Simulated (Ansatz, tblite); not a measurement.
Cost and result up the ladder for the cluster Al₂P₂ (4 atoms). The state is a singlet with charge 0. Geometry: PBE-D4/def2-TZVP.

```xyz
4

Al    1.121    1.317   -1.512
Al   -1.121   -1.317    1.513
P    -0.842    0.021   -0.605
P     0.842   -0.022    0.605
```

Ansatz on 4 threads of Intel Xeon 6975P-C on a shared host; xTB runs through tblite on one thread. Times are rough, summed over both states, and most runs start from the orbitals of an earlier one. ωB97X-V/def2-TZVP serves as the yardstick here, not as an exact answer. The other state is a triplet at its own geometry.

The xTB rows come from tblite. B3LYP takes the VWN-RPA correlation. Correlated methods freeze 20 core orbitals. The structure comes from a short search, and lower isomers may exist.

Run but left out: HF/def2-TZVP, HF/def2-TZVPP (singlet: restricted singlet, unstable towards broken spin symmetry); MP2/def2-TZVP, MP2/def2-TZVPP (triplet: ⟨S²⟩ 2.17, where a pure state has 2.00).

Correlated methods converge slowly with the basis.

xTB has no spin-polarisation term.

| level | functions | wall time | triplet − singlet (eV) | difference from ωB97X-V/def2-TZVP (eV) | remarks |
| --- | --- | --- | --- | --- | --- |
| GFN1-xTB | 36 | 0.006 s | 1.14 | 0.44 | – |
| GFN2-xTB | 36 | 0.009 s | 0.26 | -0.44 | – |
| PBE-D4/def2-TZVP | 148 | 1.6 s | 0.40 | -0.31 | – |
| PBE0-D4/def2-TZVP | 148 | 2.2 s | 0.41 | -0.29 | – |
| BHLYP-D4/def2-TZVP | 148 | 2.4 s | 0.58 | -0.12 | – |
| B3LYP-D4/def2-TZVP | 148 | 2.5 s | 0.56 | -0.14 | – |
| RPA@PBE/def2-TZVP | 148 | 2.7 s | 0.69 | -0.01 | – |
| r2SCAN-D4/def2-TZVP (with forces) | 148 | 3.5 s | 0.20 | -0.50 | – |
| r2SCANh-D4/def2-TZVP | 148 | 3.9 s | 0.22 | -0.48 | – |
| r2SCAN0-D4/def2-TZVP | 148 | 4.1 s | 0.25 | -0.45 | – |
| ωB97X-V/def2-TZVP | 148 | 5.5 s | 0.70 | 0.00 | – |
| CCSD(T)/def2-TZVPP | 168 | 16 s | 0.72 | 0.02 | restricted SCF unstable (singlet), spin-contaminated (⟨S²⟩ 2.17) (triplet) |
